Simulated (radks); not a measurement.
The platinum anion Pt2-, [Hg], held by a Watson sphere: a shell of charge +2 at radius R that stands for the Madelung well of a crystal (potential energy -2/R inside, -2/r outside, in hartree with lengths in bohr). All-electron calculation, scalar-relativistic Kohn-Sham, PBE, spin-unpolarised, spherical densities, finite nucleus; Fermi nuclear charge, rms radius of each element as measured or else 0.836 A^(1/3) + 0.57 fm. Program: a radial shooting solver on a logarithmic mesh with Libxc functionals. Response by self-consistent Sternheimer equations with the Hartree and adiabatic LDA kernel, the relativistic mass of each level held fixed and spin-orbit coupling left out. The sphere does not respond.

R (bohr)  e(5p) (eV)  e(6s) (eV)  e(5d) (eV)  <r> 5d (bohr)  sum of <r^2> (bohr^2)  X-ray form factor at sin(theta)/lambda = 0.1 1/angstrom  alpha (bohr^3)
4.08         -53.005      -5.081      -3.704          1.898                  92.05                                                   74.658           97.91
4.13         -52.947      -5.013      -3.637          1.900                  92.50                                                   74.647           100.3
4.59         -52.450      -4.430      -3.073          1.918                  96.66                                                   74.557           125.0
5.56         -51.602      -3.424      -2.145          1.951                  105.6                                                   74.422           200.6
5.83         -51.411      -3.194      -1.939          1.959                  108.2                                                   74.394           230.0
